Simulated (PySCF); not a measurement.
# MgI: energy against distance

Set-up: Mg x2c-SVPall, I x2c-SVPall; spin-free X2C with a Gaussian nucleus (PySCF 2.14). Energies in eV from Mg + I in their ground configurations at the same level. State: ²Σ⁺ (doublet), unpaired electrons σ ↑.

```json
{"R (Å)": "2.245", "UHF": "-1.194"}
{"R (Å)": "2.349", "UHF": "-1.634"}
{"R (Å)": "2.453", "UHF": "-1.879"}
{"R (Å)": "2.532", "UHF": "-1.969"}
{"R (Å)": "2.610", "UHF": "-1.998"}
{"R (Å)": "2.688", "UHF": "-1.980"}
{"R (Å)": "2.793", "UHF": "-1.902"}
{"R (Å)": "2.923", "UHF": "-1.744"}
{"R (Å)": "3.080", "UHF": "-1.504"}
{"R (Å)": "3.289", "UHF": "-1.148"}
```

Q: Put a parabola through the three lowest points of the UHF curve and estimate Re, k and ωe (reduced mass 20.17 u; 1 eV/Å² = 0.16022 mdyn/Å; ωe = 1302.8·√(k/μ) cm⁻¹).

A: Through R = 2.532, 2.61, 2.688 Å the second-order coefficient is 3.86 eV/Å², so Re ≈ 2.619 Å, k ≈ 1.24 mdyn/Å and ωe ≈ 323 cm⁻¹. A polynomial fit of higher order to the unrounded UHF energies gives Re = 2.616 Å, k = 1.20 mdyn/Å, ωe = 317 cm⁻¹; anharmonicity and rounding make the difference.

The higher-order fit for each curve: UHF: Re = 2.616 Å, ωe = 317 cm⁻¹, De = 2.00 eV.

Spin–orbit coupling is left out, which matters for elements this heavy, above all for dissociation energies. Hartree–Fock leaves out correlation, which carries a large part of most bond energies and some tenths to 1 eV of ionisation energies. The state was picked by a PBE0 search and need not be the measured ground state.
